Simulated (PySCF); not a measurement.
Working with the constants of ZrF⁺

UHF-CCSD(T) constants of ZrF⁺, ³Δ (triplet), unpaired electrons σ ↑, δ ↑ (Zr def2-TZVPPD with ECP28, F def2-TZVPPD; scalar-relativistic core potentials (PySCF 2.14); masses 89.9047 and 18.9984 u):

```
ωe                      : 755.3 cm⁻¹
ωexe                    : 2.92 cm⁻¹
Be                      : 0.32274 cm⁻¹
αe                      : 0.00171 cm⁻¹
D (centrifugal)         : 2.36e-07 cm⁻¹
De to Zr⁺ (4d2 5s1) + F : 6.12 eV
```

(1) Give the vibrational terms G(v) and spacings up to v = 6.

(2) How well does the Morse estimate ωe²/(4ωexe) reproduce De, and what is D0?

Correlated steps freeze 1 core orbital. Spin–orbit coupling is left out, which matters for elements this heavy, above all for dissociation energies. For an ion De counts to the pair picked by the measured ionisation energies or electron affinities, which need not be the lowest pair at this level. With d or f electrons several states lie close, and the lowest PBE0 determinant need not be the measured ground state.

Answers

(1) G(v) = ωe(v+½) − ωexe(v+½)².

| v | G(v) (cm⁻¹) | G(v) − G(v−1) | Bv (cm⁻¹) |
| --- | --- | --- | --- |
| 0 | 377 |  | 0.3219 |
| 1 | 1126 | 749 | 0.3202 |
| 2 | 1870 | 744 | 0.3185 |
| 3 | 2608 | 738 | 0.3168 |
| 4 | 3340 | 732 | 0.3150 |
| 5 | 4066 | 726 | 0.3133 |
| 6 | 4786 | 720 | 0.3116 |

(2) It gives 6.06 eV, 99 % of the computed De. D0 = De − G(0) = 6.12 − 0.05 = 6.07 eV.
